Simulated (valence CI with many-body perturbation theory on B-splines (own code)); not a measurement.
## Questions on Au⁷²⁺

Method: relativistic CI+MBPT: five valence electrons over a frozen Dirac-Fock core [He], a basis of 9 s, 9 p, 8 d, 6 f, 3 g, 1 h functions for each j, with the one-electron correlation potential Σ1, the two-electron term Σ2, the three-electron term Σ3, Breit, model QED; selected CI, second order for the rest, scaled by the run's own slope (own B-spline code, finite nucleus).

The last digits are not significant, and no measured levels were compared; by estimate large intervals hold to a few tenths of a per cent, small ones and those within an open d or f shell to about a per cent. Among the levels kept, up to 3600 cm⁻¹ of a level comes from second order outside the variational space, and about a tenth of that is noise between levels of different J, which matters for small intervals.

Levels are named by their leading jj configuration (3d3/2^4 stands for four electrons in 3d with j = 3/2), which in mixed levels can hold well under half, so a name can repeat and another be missing.

Rates and lifetimes use the calculated energies. Strong lines usually hold to 10 to 20 %, long lifetimes can be off by a factor of two.

(1) What is the ground level?

(2) Where does the other parity begin?

(3) What are the static dipole polarisabilities of the lowest levels?

(4) Among levels below 12890 eV, which E1 lines absorb most strongly from the ground level?

(5) How well does LS coupling describe the low levels?

(6) What is the ionisation energy?

(7) Name the longest-lived excited levels whose lifetime is computed, and their main decay.

Answers

(1) (2s^2 2p1/2^2 2p3/2) J=3/2, composition 49 % 2s2.2p3 2P° + 27 % 2s2.2p3 2D° + 24 % 2s2.2p3 4S°, g = 1.304.

(2) At (2s 2p1/2^2 2p3/2^2) J=5/2, 2273 eV.

(3) (2s^2 2p1/2^2 2p3/2) J=3/2 4.61e-05 (tensor 8.7e-06) bohr³, of which the core gives 1.59e-07.

(4) to (2s^2 2p1/2^2 3d5/2) J=5/2 at 0.1129 nm, f = 0.549; to (2s^2 2p1/2 2p3/2 3d3/2) J=5/2 at 0.09706 nm, f = 0.503; to (2s^2 2p1/2 2p3/2 3d3/2) J=3/2 at 0.09702 nm, f = 0.300.

(5) Among the lowest 20 levels the leading LS term, summed over configurations, holds 63 % on average. For single configurations the figures are 63 % in LS and 100 % in jj coupling. Terms mix most in the J = 3/2 level at 10732 eV, where the leading one holds 35 %.

(6) 19155 eV; NIST lists 19150 ± 70 eV (theoretical).

(7) (2s^2 2p1/2 2p3/2^2) J=5/2 at 1911 eV lives 93.7 ps, mostly by M1 to (2s^2 2p1/2^2 2p3/2) J=3/2; (2s^2 2p1/2 2p3/2^2) J=1/2 at 1970 eV lives 29.6 ps, mostly by M1 to (2s^2 2p1/2^2 2p3/2) J=3/2; (2s^2 2p1/2 2p3/2^2) J=3/2 at 1887 eV lives 16.2 ps, mostly by M1 to (2s^2 2p1/2^2 2p3/2) J=3/2.
